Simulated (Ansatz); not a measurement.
`NB(O)Cl` + `OC=S` → `NB(Cl)OC=S` + H₂O  (ligand exchange at a B–O bond)

Calculated with Ansatz (gas phase, PBE0-D4/def2-TZVP geometries, no zero-point term in ΔE). CCSD(T)/CBS adds triple-zeta CCSD(T) − MP2 to the extrapolated MP2 energy (def2 sets, frozen cores). This one scheme is used for every species. DFT in def2-TZVPP. One conformer a species, not always the lowest.

```csv
species,PBE-D4 energy (Eh)
`NB(O)Cl`,-616.69195
`OC=S`,-512.47423
`NB(Cl)OC=S`,-1052.77834
H₂O,-76.38027
```

(1) Work out ΔE.

(2) What do rigid-rotor, harmonic-oscillator terms from PBE0-D4/def2-TZVP frequencies (298.15 K, 1 bar) make of the CCSD(T)/CBS value? (Estimate.)

Largest T1 diagnostic among the species: 0.018.

## Answers

(1) ΔE = (-1052.77834) + (-76.38027) − (-616.69195) − (-512.47423) = 0.00757 Eh = +19.9 kJ/mol. CCSD(T)/CBS gives +11.6 kJ/mol.

(2) Ansatz gave: ΔZPE = -7.0 kJ/mol, ΔH = +8.7 kJ/mol, ΔS = -11 J/(mol·K), ΔG = +12.1 kJ/mol.

From BLYP to BHLYP (50 % exact exchange), in def2-TZVPP and without D4, ΔE moves by −4.2 kJ/mol. In def2-TZVPP, CCSD(T) changes the Hartree–Fock value by −8.5 kJ/mol (the triples alone add −1.4 kJ/mol) and MP2 by −9.6 kJ/mol.
